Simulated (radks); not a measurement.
Values are calculated unless marked as measured or tabulated.
The nuclear charge of neutral silicon is varied continuously with 14 electrons held in [Ne] 3s2 3p2. Code: a radial shooting solver on a logarithmic mesh with Libxc functionals. Model: non-relativistic Kohn-Sham, TPSS, spin-polarised, spherical densities, point nucleus; open shells are filled with parallel spins first; meta-GGA in the generalised Kohn-Sham scheme. By the Hellmann-Feynman theorem dE/dZ = E(electron-nucleus)/Z, the electronic potential at the nucleus.

| Z | E (hartree) | E(electron-nucleus)/Z (hartree) | HOMO | e(HOMO) (eV) | <r> HOMO (bohr) |
|---|---|---|---|---|---|
| 13.75 | -277.22109 | -48.1294 | 3p | -2.694 | 2.960 |
| 14 | -289.39469 | -49.2589 | 3p | -4.692 | 2.718 |
| 14.25 | -301.85030 | -50.3856 | 3p | -6.949 | 2.524 |
| 14.5 | -314.58734 | -51.5103 | 3p | -9.449 | 2.363 |
| 14.75 | -327.60534 | -52.6334 | 3p | -12.184 | 2.226 |
| 15 | -340.90393 | -53.7551 | 3p | -15.145 | 2.107 |

The central difference of E at Z = 14 is -49.258 hartree, to compare with the third column; the second derivative is -4.51 hartree.
